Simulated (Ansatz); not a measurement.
Ansatz (a quantum-chemistry and plane-wave program) input (SVWN5/def2-TZVPD):

Ansatz 0.2 input:
```yaml
crystal:
  periodic: [false, false, false]
  atoms:
    - {symbol: O, position_ang: [-0.55277600, -1.60874608, -0.55111720]}
    - {symbol: Si, position_ang: [-0.34115276, -0.13499537, 0.13456876]}
    - {symbol: O, position_ang: [-1.62256902, 0.82745894, -0.22466628]}
    - {symbol: O, position_ang: [-0.33253222, -0.18062236, 1.78717483]}
    - {symbol: Si, position_ang: [1.64020718, 0.65081145, -0.80370828]}
    - {symbol: H, position_ang: [-1.40426641, -2.04341655, -0.44067769]}
    - {symbol: H, position_ang: [-1.92868918, 1.41697695, 0.47008297]}
    - {symbol: H, position_ang: [0.38836826, -0.64258670, 2.22301338]}
    - {symbol: H, position_ang: [2.80055085, -0.26427482, -0.64625564]}
    - {symbol: H, position_ang: [2.02029270, 2.00715198, -0.32934037]}
basis:
  gaussian:
    orbitals: def2-TZVPD
hamiltonian:
  xc: {name: SVWN5}
magnetization: {spin_polarized: true, initial_magnetization: 1}
output: {forces: true}
```

Output:

```
Functional definition: SVWN5
integrals: 0.22 GiB planned
1357 factors; their error is unknown
0.18 GiB of the device are held for the grids
1.54 GiB of device memory are held for the factors and their scratch space
mean field: 1.50 GiB planned
mean field evaluation 1: about -21860.5413 eV, gradient 7.3e1 eV
mean field evaluation 2: about -21755.7210 eV, gradient 1.7e2 eV
mean field evaluation 4: about -21876.3642 eV, gradient 1.2e1 eV
mean field evaluation 8: about -21877.1762 eV, gradient 2.0e-1 eV
mean field evaluation 16: about -21877.1591 eV, gradient 4.0e-3 eV
mean field -21877.15909968 eV, -803.9707680423 hartree, gradient 1.5e-5 eV, S^2 0.752007; 0 other end points of the search recorded, 0 dependent functions left out
the calculation of the forces begins
reference -21877.15915953 eV, -803.9707702416 hartree; 29, 28 occupied and 222, 223 virtual orbitals, 1357 factors
Total energy: -21877.15915953 eV, -803.9707702416 hartree
Atom 0 at    -0.552776    -1.608746    -0.551117 Å, force     0.519305     0.503869     0.027697 eV/Å
Atom 1 at    -0.341153    -0.134995     0.134569 Å, force     0.007034    -0.014762    -0.028870 eV/Å
Atom 2 at    -1.622569     0.827459    -0.224666 Å, force     0.368075    -0.513156    -0.324780 eV/Å
Atom 3 at    -0.332532    -0.180622     1.787175 Å, force    -0.463426     0.303971    -0.502921 eV/Å
Atom 4 at     1.640207     0.650811    -0.803708 Å, force    -0.423031    -0.164771     0.044234 eV/Å
Atom 5 at    -1.404266    -2.043417    -0.440678 Å, force    -0.488699    -0.249651     0.065287 eV/Å
Atom 6 at    -1.928689     1.416977     0.470083 Å, force    -0.169034     0.334685     0.411497 eV/Å
Atom 7 at     0.388368    -0.642587     2.223013 Å, force     0.426117    -0.265060     0.247373 eV/Å
Atom 8 at     2.800551    -0.264275    -0.646256 Å, force     0.176744    -0.143128     0.003938 eV/Å
Atom 9 at     2.020293     2.007152    -0.329340 Å, force     0.046917     0.208003     0.056545 eV/Å
Dipole moment:    -0.065423    -0.072700     0.335695 e Å
```

It need not be the lowest isomer of its formula.
